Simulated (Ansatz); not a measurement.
`F[Si](F)(F)F` → F• + `F[Si](F)F`•  (homolysis of the F–Si bond)

Computed with Ansatz on PBE0-D4/def2-TZVP structures; ΔE is electronic, products minus reactants. CCSD(T)/CBS adds triple-zeta CCSD(T) − MP2 to the extrapolated MP2 energy (def2 sets, frozen cores). This one scheme is used for every species, atoms too. Functionals use def2-TZVPP. HSE06 is defined as in plane-wave codes. Open shells (•) are unrestricted, without spin–orbit coupling. Spin–orbit coupling would lower the free atoms: a little for F.

`F[Si](F)(F)F`:

```xyz
5

F    -0.123   -0.429   -1.497
Si    0.000    0.000    0.000
F    -0.920   -0.907    0.878
F    -0.439    1.491    0.153
F     1.483   -0.156    0.466
```

`F[Si](F)F`•:

Z-matrix (Å, degrees):
```
Si
F 1 1.581
F 1 1.581 2 107.9
F 1 1.581 2 107.9 3 116.4
```

```tsv
level	ΔE (kJ/mol)	difference from CCSD(T)/CBS
BLYP-D4	668.7	-35.2
r2SCAN-D4	676.0	-27.9
B97M-V	692.9	-11.0
PBE0-D4	667.3	-36.6
ωB97X-V	687.1	-16.8
ωB97M-V	694.7	-9.2
revPBE	643.9	-60.0
PBE0	665.1	-38.8
HSE06	665.8	-38.1
BHLYP	655.7	-48.2
CAM-B3LYP	683.7	-20.2
RPA@PBE/def2-TZVPP	638.2	-65.7
CCSD/def2-SVP	642.0	-61.9
CCSD(T)/def2-SVP	645.1	-58.8
SCS-MP2/def2-TZVPP	699.4	-4.5
MP2/CBS(def2)	730.6	26.7
CCSD(T)/CBS	703.9	0
```

Problem. What do rigid-rotor, harmonic-oscillator terms from PBE0-D4/def2-TZVP frequencies (298.15 K, 1 bar) make of the CCSD(T)/CBS value? (Best estimate.)

Solution. Ansatz gave: ΔZPE = -10.9 kJ/mol, ΔH = +697.1 kJ/mol, ΔS = 160 J/(mol·K), ΔG = +649.5 kJ/mol. Open shells count their whole term as degenerate.

Largest T1 diagnostic among the species: 0.014.

From PBE to PBE0 (25 % exact exchange), in def2-TZVPP and without D4, ΔE moves by −7.8 kJ/mol: exact exchange takes away binding that semilocal exchange gives to molecules. The D4 term adds +4.2 kJ/mol with B3LYP and +2.2 kJ/mol with PBE0; it sums over pairs of atoms, weighted by their polarisabilities, and B3LYP, whose exchange is more repulsive, gets the larger term. In def2-TZVPP, CCSD(T) changes the Hartree–Fock value by +148.9 kJ/mol (the triples alone add +7.5 kJ/mol) and MP2 by +175.6 kJ/mol; breaking electron pairs costs correlation energy, which Hartree–Fock lacks.

B3LYP here is the variant with VWN-RPA as its local correlation; programs differ in this.

CCSD(T)/CBS has its own doubt, a few kJ/mol and more with outer-core shells, so smaller differences from it don't rank the levels.
